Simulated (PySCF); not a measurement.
# How the method changes the shape and vibrations of B2CH3O cation

All numbers below are calculated, not measured. The program is PySCF 2.14.0, an open-source quantum chemistry code, run on an isolated molecule that a program drew, which may never have been made. The molecule is B2CH3O cation (charge +1, singlet), drawn as the SMILES string `[BH+]OB=C`.

The geometry was optimised and harmonic frequencies were computed with HF and MP2, all in the cc-pVDZ basis, for the commonest isotopes, with a restricted reference for singlets and an unrestricted one otherwise, and a frozen core in MP2. Each result is a local minimum of its method.

Geometry at the HF minimum:
```xyz
7
B2CH3O cation, angstrom
B    -1.2815    0.2555    1.8046
O    -0.1996    0.7381    1.5008
B     1.0215    1.2826    1.1563
C     2.2273    1.8205    0.8147
H    -2.3163   -0.2060    2.0953
H     2.6786    2.6168    1.3967
H     2.7788    1.4710   -0.0514
```

Lengths of the bonds as drawn, in Å (atoms numbered as above):
```
bond,HF,MP2
B1-O2,1.223,1.241
O2-B3,1.381,1.396
B3-C4,1.364,1.383
B1-H5,1.170,1.179
C4-H6,1.085,1.097
C4-H7,1.085,1.097
```

Rotational constants, in GHz:
```
constant,HF,MP2
A,293.3,284.8
B,3.975,3.876
C,3.922,3.824
```

Harmonic frequencies in cm^-1, each column in rising order, so a row needn't be the same motion in every method:
| rank | HF | MP2 |
|---|---|---|
| 1 | 111 | 107 |
| 2 | 133 | 134 |
| 3 | 313 | 262 |
| 4 | 357 | 297 |
| 5 | 756 | 689 |
| 6 | 769 | 704 |
| 7 | 789 | 714 |
| 8 | 819 | 729 |
| 9 | 882 | 757 |
| 10 | 1415 | 1287 |
| 11 | 1742 | ? |
| 12 | 1893 | 1788 |
| 13 | 3015 | 2928 |
| 14 | 3303 | 3185 |
| 15 | 3396 | 3287 |

**Estimate the missing MP2 frequency from the HF column.**

A single factor s that minimises the squared misfit of MP2 against s times HF over the other rows is sum(HF x MP2) / sum(HF^2) = 0.9561, with an rms misfit of 44 cm^-1. For rank 11 it gives 0.9561 x 1742 = 1666 cm^-1. The calculation gives 1637 cm^-1, 29 cm^-1 below the estimate. The drawn bonds are on average 1.2 % longer in MP2 than in HF.
